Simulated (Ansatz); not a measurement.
Born–Oppenheimer molecular dynamics of CH₇ClN₂Si (12 atoms, charge 0, multiplicity 1). It starts from a rough guess of a transition structure, not a stationary point.

The calculation used UKS B3LYP-D4/STO-3G (Ansatz).

* ensemble: NVE (velocity Verlet)
* time step: 0.5 fs
* steps asked: 130
* starting velocities drawn for: 300 K
* seed: 194621

First frame:

```xyz
12
Properties=species:S:1:pos:R:3
Si -0.468 0.546 0.962
N 1.462 -0.299 1.202
N -0.169 -0.115 -0.526
C -0.872 -0.317 -1.766
H 1.018 -0.525 -0.047
H -1.293 0.052 2.052
Cl -0.308 2.544 1.272
H 2.236 0.331 1.348
H 1.549 -1.091 1.820
H -1.072 -1.382 -1.924
H -1.826 0.214 -1.794
H -0.260 0.040 -2.599
```

(1) What does the run give?

(2) What happens to the structure?

(3) How do temperature and energy run in time?

## Answers

(1) The run went to its last step.

```json
{
  "steps done": "130",
  "time covered": "65 fs",
  "mean temperature over the second half": "1211 K",
  "spread of the potential energy over the second half": "18.1 meV per atom",
  "mean potential energy of the second half above the start": "-98.4 meV per atom"
}
```

The conserved energy stayed within 0.73 meV per atom of its start (net change -0.45 meV per atom), so the integration is sound. The system heated up, since it started high on the potential surface and ran downhill. A run of 0.065 ps of so small a system gives no equilibrium averages. The orbitals stay closed-shell, which can raise the energy where a bond breaks towards radicals; this wasn't checked here. Limits of this set-up: minimal basis.

(2) The step under study would form N2–H5 and break Si1–N2, N3–H5. These pairs go: N2–H5 1.34 → 3.42 Å, Si1–N2 2.12 → 1.65 Å, N3–H5 1.34 → 1.09 Å. In the last frame they stand as before the step (other bonds may differ from the relaxed reactants and products). It ends as one piece, CH7ClN2Si. Pairs count as bonded within 1.25 times the sum of covalent radii (0.12 Å more for H–H). Another seed would give other details.

(3) 
```json
{"time (fs)": "0.0", "T (K)": "300", "potential energy less start (eV)": "0.000", "conserved less start (meV/atom)": "0.00"}
{"time (fs)": "2.0", "T (K)": "470", "potential energy less start (eV)": "-0.223", "conserved less start (meV/atom)": "-0.23"}
{"time (fs)": "4.0", "T (K)": "621", "potential energy less start (eV)": "-0.416", "conserved less start (meV/atom)": "-0.15"}
{"time (fs)": "6.0", "T (K)": "766", "potential energy less start (eV)": "-0.604", "conserved less start (meV/atom)": "-0.21"}
{"time (fs)": "8.0", "T (K)": "1082", "potential energy less start (eV)": "-1.014", "conserved less start (meV/atom)": "-0.25"}
{"time (fs)": "10.0", "T (K)": "1406", "potential energy less start (eV)": "-1.433", "conserved less start (meV/atom)": "-0.29"}
{"time (fs)": "12.0", "T (K)": "1579", "potential energy less start (eV)": "-1.656", "conserved less start (meV/atom)": "-0.25"}
{"time (fs)": "14.0", "T (K)": "1750", "potential energy less start (eV)": "-1.880", "conserved less start (meV/atom)": "-0.45"}
{"time (fs)": "16.0", "T (K)": "1561", "potential energy less start (eV)": "-1.632", "conserved less start (meV/atom)": "-0.14"}
{"time (fs)": "18.0", "T (K)": "1471", "potential energy less start (eV)": "-1.522", "conserved less start (meV/atom)": "-0.68"}
{"time (fs)": "20.0", "T (K)": "1102", "potential energy less start (eV)": "-1.036", "conserved less start (meV/atom)": "-0.02"}
{"time (fs)": "22.0", "T (K)": "1091", "potential energy less start (eV)": "-1.025", "conserved less start (meV/atom)": "-0.13"}
{"time (fs)": "24.0", "T (K)": "1330", "potential energy less start (eV)": "-1.336", "conserved less start (meV/atom)": "-0.47"}
{"time (fs)": "26.0", "T (K)": "1519", "potential energy less start (eV)": "-1.576", "conserved less start (meV/atom)": "-0.07"}
{"time (fs)": "28.0", "T (K)": "1852", "potential energy less start (eV)": "-2.012", "conserved less start (meV/atom)": "-0.56"}
{"time (fs)": "30.0", "T (K)": "1721", "potential energy less start (eV)": "-1.840", "conserved less start (meV/atom)": "-0.20"}
{"time (fs)": "32.0", "T (K)": "1644", "potential energy less start (eV)": "-1.741", "conserved less start (meV/atom)": "-0.39"}
{"time (fs)": "34.0", "T (K)": "1257", "potential energy less start (eV)": "-1.239", "conserved less start (meV/atom)": "-0.14"}
{"time (fs)": "36.0", "T (K)": "1125", "potential energy less start (eV)": "-1.072", "conserved less start (meV/atom)": "-0.51"}
{"time (fs)": "38.0", "T (K)": "902", "potential energy less start (eV)": "-0.778", "conserved less start (meV/atom)": "-0.02"}
{"time (fs)": "40.0", "T (K)": "943", "potential energy less start (eV)": "-0.834", "conserved less start (meV/atom)": "-0.21"}
{"time (fs)": "42.0", "T (K)": "1122", "potential energy less start (eV)": "-1.068", "conserved less start (meV/atom)": "-0.53"}
{"time (fs)": "44.0", "T (K)": "1008", "potential energy less start (eV)": "-0.914", "conserved less start (meV/atom)": "0.11"}
{"time (fs)": "46.0", "T (K)": "1235", "potential energy less start (eV)": "-1.216", "conserved less start (meV/atom)": "-0.61"}
{"time (fs)": "48.0", "T (K)": "1064", "potential energy less start (eV)": "-0.986", "conserved less start (meV/atom)": "0.05"}
{"time (fs)": "50.0", "T (K)": "1272", "potential energy less start (eV)": "-1.261", "conserved less start (meV/atom)": "-0.35"}
{"time (fs)": "52.0", "T (K)": "1325", "potential energy less start (eV)": "-1.329", "conserved less start (meV/atom)": "-0.33"}
{"time (fs)": "54.0", "T (K)": "1382", "potential energy less start (eV)": "-1.402", "conserved less start (meV/atom)": "-0.31"}
{"time (fs)": "56.0", "T (K)": "1418", "potential energy less start (eV)": "-1.449", "conserved less start (meV/atom)": "-0.36"}
{"time (fs)": "58.0", "T (K)": "1271", "potential energy less start (eV)": "-1.255", "conserved less start (meV/atom)": "0.03"}
{"time (fs)": "60.0", "T (K)": "1454", "potential energy less start (eV)": "-1.499", "conserved less start (meV/atom)": "-0.63"}
{"time (fs)": "62.0", "T (K)": "1161", "potential energy less start (eV)": "-1.112", "conserved less start (meV/atom)": "0.08"}
{"time (fs)": "64.0", "T (K)": "1281", "potential energy less start (eV)": "-1.275", "conserved less start (meV/atom)": "-0.56"}
```

Time of the run: 10 min on 1 thread of Intel(R) Xeon(R) Platinum 8259CL CPU @ 2.50GHz (Skylake/Cascade Lake) (shared host), peak memory 0.17 GiB.
